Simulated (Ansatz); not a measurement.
One change: `[NH2][In]([OH])[SH]` becomes `C[O][In]([OH])[SH]`.

Ansatz, PBE0-D4/def2-TZVP geometries, multiplicity 1. Each molecule was computed in one conformer, which needn't be the lowest.

Elements past krypton have def2 core potentials.

```json
{"property": "HOMO–LUMO gap (ωB97M-V/def2-TZVPP) / eV", "`[NH2][In]([OH])[SH]`": "10.10"}
{"property": "HOMO energy (PBE/def2-TZVPP) / eV", "`[NH2][In]([OH])[SH]`": "-6.07"}
{"property": "HOMO–LUMO gap (B3LYP/def2-TZVPP) / eV", "`[NH2][In]([OH])[SH]`": "5.46"}
{"property": "LUMO energy (B3LYP/def2-TZVPP) / eV", "`[NH2][In]([OH])[SH]`": "-1.70"}
{"property": "HOMO energy (B3LYP/def2-TZVPP) / eV", "`[NH2][In]([OH])[SH]`": "-7.16"}
{"property": "HOMO–LUMO gap (PBE/def2-TZVPP) / eV", "`[NH2][In]([OH])[SH]`": "3.83"}
```

What does the change do to each property? (An estimate is asked.)

Computed: 
```csv
property,`C[O][In]([OH])[SH]`,shift
HOMO–LUMO gap (ωB97M-V/def2-TZVPP) / eV,9.98,-0.12
HOMO energy (PBE/def2-TZVPP) / eV,-6.09,-0.02
HOMO–LUMO gap (B3LYP/def2-TZVPP) / eV,5.24,-0.22
LUMO energy (B3LYP/def2-TZVPP) / eV,-2.09,-0.39
HOMO energy (B3LYP/def2-TZVPP) / eV,-7.33,-0.17
HOMO–LUMO gap (PBE/def2-TZVPP) / eV,3.43,-0.40
```

With PBE0 the HOMO falls by 0.16 eV and the LUMO falls by 0.40 eV, so the gap narrows by about 0.24 eV. PBE moves the HOMO by -0.02 eV and ωB97M-V by -0.21 eV.

B3LYP here is the variant with VWN-RPA as its local correlation; programs differ in this.
